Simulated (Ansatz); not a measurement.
This geometry of AlCl2H2N + H2 (8 atoms, charge 0, multiplicity 1) is a first-order saddle point.

Level of theory: RKS PBE-D4/6-31G* in Ansatz 0.2.0.

```xyz
8
Properties=species:S:1:pos:R:3
Al -0.099 0.269 0.142
N -0.077 0.044 2.015
H -0.849 -0.410 2.512
H 0.805 -0.113 2.513
Cl 1.785 0.214 -0.813
Cl -1.856 -0.388 -0.830
H -0.375 1.967 0.713
H -0.300 1.415 1.543
```

Task: Which two structures does it join? (They come from a converged band through this point; their orientation in space is the band's.)

Result: Bonds broken: H7–H8. Bonds formed: Al1–H7, N2–H8. AlCl2H2N + H2 becomes AlCl2H4N.

Initial state:

```xyz
8
Properties=species:S:1:pos:R:3
Al -0.011 -0.187 0.354
N 0.052 -0.489 2.098
H -0.749 -0.769 2.660
H 0.905 -0.453 2.654
Cl 1.751 0.285 -0.700
Cl -1.828 -0.403 -0.690
H -0.573 2.609 0.349
H -0.513 2.406 1.072
```

Final state:

```xyz
8
Properties=species:S:1:pos:R:3
Al -0.174 0.636 -0.031
N -0.102 0.290 1.997
H -0.803 -0.416 2.258
H 0.825 -0.076 2.257
Cl 1.805 -0.043 -0.539
Cl -1.768 -0.722 -0.532
H -0.471 2.195 -0.168
H -0.278 1.136 2.554
```

Task: How far does it lie above each of them?

Result: 0.61 eV above the first and 1.53 eV above the second. This is the barrier of this one path; another mechanism may lie lower. The orbitals stay closed-shell, which can raise the energy where a bond breaks towards radicals; this wasn't checked here.

The run took 2.2 min on 1 thread of Arm Neoverse V1, with other jobs on the host, peak memory 0.12 GiB.
